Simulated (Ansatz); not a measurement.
`[CH3][Al]([NH2])[SiH2]F` + `BrI` → `[CH3][Al]([NH2])[Br]` + `F[SiH2]I`  (formal exchange of groups at the Al–Si bond)

Calculated with Ansatz (gas phase, PBE0-D4/def2-TZVP geometries, no zero-point term in ΔE). CBS: MP2 limit from def2 TZ/QZ plus the TZ coupled-cluster correction, frozen cores. DFT in def2-TZVPP. B3LYP here is the variant with VWN-RPA as its local correlation; programs differ in this. Elements past krypton have def2 core potentials. For Br, I outer-core shells are correlated without core-valence functions, which leaves a few kJ/mol of doubt a bond. Scalar relativity is left out up to krypton. One conformer a species, not always the lowest.

**Question.** Is it downhill or uphill in electronic energy at CCSD(T)/CBS, and by how much? (An estimate is asked.)

**Answer.** Computed: Downhill: ΔE = -3.17 eV.

**Question.** What do these levels give: PBE-D4, PBE0-D4, B3LYP-D4, HF/def2-TZVPP, CCSD/def2-TZVPP, MP2/CBS(def2)? (Best estimate.)

**Answer.** Computed: PBE-D4 -2.88, PBE0-D4 -3.06, B3LYP-D4 -3.00, HF/def2-TZVPP -3.37, CCSD/def2-TZVPP -3.23, MP2/CBS(def2) -3.42 eV.

Largest T1 diagnostic among the species: 0.012.

From PBE to PBE0 (25 % exact exchange), in def2-TZVPP and without D4, ΔE moves by −0.18 eV.
